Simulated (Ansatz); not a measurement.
Consider the cleavage of the Ge–B bond: `O=C[BH][GeH3]` + `BS` → `B[S][GeH3]` + `BC=O`.

Calculated with Ansatz (gas phase, PBE0-D4/def2-TZVP geometries, no zero-point term in ΔE). CBS: MP2 limit from def2 TZ/QZ plus the TZ coupled-cluster correction, frozen cores. This one scheme is used for every species. Functionals use def2-TZVPP. B3LYP here is the variant with VWN-RPA as its local correlation; programs differ in this. HSE06 is defined as in plane-wave codes. For Ge outer-core shells are correlated without core-valence functions, which leaves a few kJ/mol of doubt a bond. Scalar relativity is left out up to krypton. One conformer a species, not always the lowest.

| level | ΔE (kcal/mol) | difference from CCSD(T)/CBS |
| --- | --- | --- |
| LDA (SPW92) | -6.4 | 2.8 |
| PBE-D4 | -7.8 | 1.4 |
| revPBE-D4 | -8.2 | 1.0 |
| BLYP-D4 | -8.8 | 0.4 |
| r2SCAN-D4 | -8.7 | 0.5 |
| PBE0-D4 | -8.8 | 0.4 |
| B3LYP-D4 | -9.5 | -0.3 |
| r2SCANh-D4 | -9.0 | 0.2 |
| r2SCAN0-D4 | -9.4 | -0.2 |
| HSE06-D4 | -8.8 | 0.4 |
| ωB97X-V | -9.6 | -0.4 |
| ωB97M-V | -9.9 | -0.7 |
| B2PLYP | -9.9 | -0.7 |
| PBE-QIDH | -10.0 | -0.8 |
| PBE | -7.5 | 1.7 |
| revPBE | -7.7 | 1.5 |
| BLYP | -8.3 | 0.9 |
| r2SCAN | -8.7 | 0.5 |
| PBE0 | -8.6 | 0.6 |
| r2SCANh | -9.0 | 0.2 |
| r2SCAN0 | -9.4 | -0.2 |
| HSE06 | -8.6 | 0.6 |
| BHLYP | -10.2 | -1.0 |
| CAM-B3LYP | -9.1 | 0.1 |
| LC-ωPBE | -8.8 | 0.4 |
| RPA@PBE/def2-TZVPP | -9.0 | 0.2 |
| HF/def2-SVP | -11.0 | -1.8 |
| MP2/def2-SVP | -10.0 | -0.8 |
| CCSD(T)/def2-SVP | -8.3 | 0.9 |
| HF/def2-TZVPP | -12.1 | -2.9 |
| MP2/def2-TZVPP | -11.1 | -1.9 |
| SCS-MP2/def2-TZVPP | -11.1 | -1.9 |
| CCSD/def2-TZVPP | -9.3 | -0.1 |
| CCSD(T)/def2-TZVPP | -9.3 | -0.1 |
| HF/def2-QZVPP | -12.2 | -3.0 |
| MP2/def2-QZVPP | -11.1 | -1.9 |
| SCS-MP2/def2-QZVPP | -11.2 | -2.0 |
| HF/CBS(def2) | -12.2 | -3.0 |
| MP2/CBS(def2) | -11.0 | -1.8 |
| CCSD/CBS(def2) | -9.3 | -0.1 |
| CCSD(T)/CBS | -9.2 | 0 |

Largest T1 diagnostic among the species: 0.021, so the coupled-cluster value is less sure than usual.

From PBE to PBE0 (25 % exact exchange), in def2-TZVPP and without D4, ΔE moves by −1.1 kcal/mol. In def2-TZVPP, CCSD(T) changes the Hartree–Fock value by +2.8 kcal/mol (the triples alone add +0.1 kcal/mol) and MP2 by +1.0 kcal/mol.
